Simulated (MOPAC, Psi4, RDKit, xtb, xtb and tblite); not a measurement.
Two geometries of SMILES OB(O)CB(O)O (CH6B2O4), relaxed at GFN2-xTB with one dihedral held; other torsions can differ between them too.

Structure A

```
13

O     -0.7024    -1.2484    -0.5443
B     -1.3557    -0.1920     0.0968
O     -1.0039     1.0800    -0.1599
C     -2.6555    -0.4968     0.9485
B     -3.7304    -1.3275     0.0896
O     -3.3536    -2.2411    -0.8430
O     -5.0481    -1.1333     0.3112
H      0.1764    -1.4768    -0.2572
H     -0.2680     1.2136    -0.7600
H     -3.1008     0.4085     1.3503
H     -2.3925    -1.1267     1.8002
H     -2.4036    -2.2761    -0.9796
H     -5.6128    -1.6772    -0.2398
```

Structure B

```
13

O     -0.7003    -1.2506    -0.5537
B     -1.3670    -0.1929     0.0850
O     -1.2626     1.0493    -0.4100
C     -2.3565    -0.4991     1.2831
B     -3.4478    -1.6003     0.8566
O     -3.1600    -2.5896    -0.0295
O     -4.6795    -1.5609     1.4077
H      0.1868    -1.4501    -0.2739
H     -0.7117     1.1541    -1.1881
H     -2.8394     0.3996     1.6552
H     -1.8004    -0.9277     2.1190
H     -2.2852    -2.5095    -0.4200
H     -5.2591    -2.2597     1.1011
```

Task: Which is lower in energy at the level DF-MP2 (frozen core)/cc-pVTZ // GFN2-xTB (Psi4), and by how much?

Result: A is lower, by 2.05 kJ/mol (dihedral H8–O1–B2–O3: 75° in A, 90° in B).

E(B) − E(A) in kJ/mol at the other levels, on the same two geometries: GFN2-xTB (xtb and tblite) 2.80; PBE0/def2-TZVP // GFN2-xTB (Psi4) 1.72; PBE0-D3(BJ)/def2-TZVP // GFN2-xTB (Psi4) 1.67; PBE/def2-TZVP // GFN2-xTB (Psi4) 1.70; PBE-D3(BJ)/def2-TZVP // GFN2-xTB (Psi4) 1.64; HF/cc-pVTZ // GFN2-xTB (Psi4) 2.06; UFF // GFN2-xTB (RDKit) -3.29; PM7, restricted, heats of formation // GFN2-xTB (MOPAC) 1.98; PM6, restricted, heats of formation // GFN2-xTB (MOPAC) 1.17; GFN1-xTB // GFN2-xTB (xtb) 3.11.
